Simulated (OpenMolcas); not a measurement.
# Co3+, Rh3+, Ir3+: d6 down the group

```json
{
 "Program": "OpenMolcas 26.06",
 "Method": "RASSCF",
 "Basis": "ANO-RCC-VQZP",
 "Scalar Hamiltonian": "DKH2, point nucleus",
 "Spin-orbit coupling": "RASSI with atomic mean-field integrals over the reference wave functions, term energies averaged over their components"
}
```

Active space for each ion: 12 electrons in 8 orbitals (RAS1 p, at most 2 holes; RAS2 d).

Computed levels in cm-1 above 5D4:

```tsv
Level	Co3+	Rh3+	Ir3+
5D3	620	1563	6016
5D2	1051	2448	5891
5D1	1327	3031	8984
5D0	1462	3307	9330
3P2(1)	24993	18833	21001
3P1(1)	26830	23363	37785
3H6	28152	21344	22214
3H5	28444	21650	21970
3F3(1)	28815	22479	24844
weight of 5D in the lowest level (%)	100	98	85
```

Mixed levels, with the weight of the term that names them: Ir3+ 5D2 (68 %), Ir3+ 3P2(1) (55 %), Ir3+ 3P1(1) (62 %), Ir3+ 3H5 (53 %), Ir3+ 3F3(1) (58 %).

Measured, with the error of the calculation in %. Measured levels: Co3+ from Sugar and Corliss, J. Phys. Chem. Ref. Data 10, 1097 (1981).

```tsv
Level	Co3+
5D3	639 (-3.0)
5D2	1078 (-2.5)
5D0	1494 (-2.1)
3P2(1)	22883 (+9.2)
3P1(1)	24729 (+8.5)
3H6	23680 (+18.9)
3H5	24032 (+18.4)
3F3(1)	25736 (+12.0)
```

The fine-structure level 5D0 changes by a factor of 6.38 from Co3+ to Ir3+.

Without spin-orbit coupling 3P(1) lies 25251, 19256, 18364 cm-1 above 5D in that order; the difference to the level 3P2(1), of either sign, comes from spin-orbit coupling, which also lowers the zero.

Without dynamic correlation excited terms often stand tens of per cent too high (terms of higher spin than the ground term too low), and those without a measured partner can miss by more than the paired ones. Active for correlation alone: 3p; no level in the range computed is led by a configuration that opens it, so any true level of that kind is missing (holds for Co3+). Active for correlation alone: 4p; no level in the range computed is led by a configuration that opens it, so any true level of that kind is missing (holds for Rh3+). Active for correlation alone: 5p; no level in the range computed is led by a configuration that opens it, so any true level of that kind is missing (holds for Ir3+). Measured partners are found by configuration, term and J. A level has none where our copy of the source lacks it or the pairing is in doubt (some pairs that miss far off the trend of their configuration count as doubtful), and it then counts in no deviation. Only configurations of the active space appear.

A number in round brackets counts repeated terms of one configuration in the order of the reference energies.
